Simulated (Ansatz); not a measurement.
`C=C=C(Cl)O[SiH3]` → `C=C=C(O)Cl` + `[SiH2]` at 298.15 K and 1 bar (silylene loss).

Calculated with Ansatz (gas phase, PBE0-D4/def2-TZVP geometries, no zero-point term in ΔE). CBS: MP2 limit from def2 TZ/QZ plus the TZ coupled-cluster correction, frozen cores. This one scheme is used for every species. Each species was taken in one conformer, which may not be the lowest.

```json
{"species": "`C=C=C(Cl)O[SiH3]`", "CCSD(T)/CBS energy (Eh)": "-941.14274", "H − E (kJ/mol)": "199.8", "S (J/(mol·K))": "374.4"}
{"species": "`C=C=C(O)Cl`", "CCSD(T)/CBS energy (Eh)": "-650.83058", "H − E (kJ/mol)": "153.3", "S (J/(mol·K))": "315.7"}
{"species": "`[SiH2]`", "CCSD(T)/CBS energy (Eh)": "-290.19011", "H − E (kJ/mol)": "40.6", "S (J/(mol·K))": "207.5"}
```

H − E and S are ideal-gas, rigid-rotor, harmonic terms from PBE0-D4/def2-TZVP, for one conformer and one mirror image of each species. 1 Eh = 2625.50 kJ/mol, R = 8.31446 J/(mol·K).

Question: By hand: ΔE, ΔH, ΔS and ΔG.

Answer: ΔE = (-650.83058) + (-290.19011) − (-941.14274) = 0.12205 Eh = 320.4 kJ/mol. Δ(H − E) = 153.3 + 40.6 − 199.8 = -5.9, so ΔH = 314.5 kJ/mol. ΔS = 315.7 + 207.5 − 374.4 = 148.8 J/(mol·K). ΔG = 314.5 − 298.15 × (148.8)/1000 = 270.1 kJ/mol.

Question: By hand: the equilibrium constant, and the temperature at which ΔG would vanish if ΔH and ΔS stayed fixed.

Answer: log₁₀ K = −ΔG/(RT ln 10) = -47.3. ΔG = 0 at ΔH/ΔS = 2114 K.

The number of gas molecules changes by +1, which sets the sign of ΔS. A doubt of 5 kJ/mol in ΔE shifts log₁₀ K by 0.9 here. Other conformers and mirror images would add mixing entropy, several J/(mol·K) or more a flexible species. Modes under 60 cm⁻¹, often nearly free rotors, make the harmonic entropy too high. These are equilibria of isolated gas molecules and say nothing of rates. Largest T1 diagnostic: 0.014 (customary marks: 0.02 for closed shells, 0.045 for open ones).
